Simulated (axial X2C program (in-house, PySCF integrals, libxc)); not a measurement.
# PdB⁻: properties at the nuclei

Computed with an axial X2C code built on PySCF integrals: two-component X2C with atomic mean-field Coulomb and Gaunt terms, Gaussian nuclei, basis Pd dyall-acv3z, B dyall-av3z with contracted cores.

R = 1.785 Å (near the PBE0 minimum at charge -1 of the determinant lowest at the starting distance; the state shown can have its own minimum elsewhere).

Determinant lowest in the PBE0 search, Ω = 0 (closed shell), highest spinor 44% B p, 34% Pd s, 13% Pd p:

| level | qzz Pd (a.u.) | qzz B (a.u.) |
| --- | --- | --- |
| PBE0 | 2.48 | -0.37 |
| HF | 2.66 | -0.43 |
| BP86 | 2.44 | -0.35 |
| B3LYP | 2.51 | -0.38 |
| BHandHLYP | 2.54 | -0.42 |

qzz is the electric field gradient, eQq0 = 234.96 MHz × Q/barn × qzz. The operators were transformed with the bare-nucleus X2C matrices; with these basis sets, hyperfine constants and field gradients can be off by tens of per cent, and where levels differ in sign neither size nor sign is settled.

Question: With Q(105Pd) = 0.66 barn, Q(11B) = 0.04059 barn (Q from Pyykkö, Mol. Phys. 2018), turn the PBE0 values of the first state into constants in MHz.

Answer: eQq0(105Pd) = 234.96 × (0.66) × (2.48) = 385 MHz; eQq0(11B) = 234.96 × (0.04059) × (-0.37) = -3.53 MHz.

Each state is one determinant with collinear spin. For an anion, determinants above electron detachment, or with a positive highest level, are held by the basis set. At HF a later determinant lies lower. The search compared states at one distance, so a state with another bond length can lie lower. Further determinants of the search, some of them spin-mixed, are not shown.
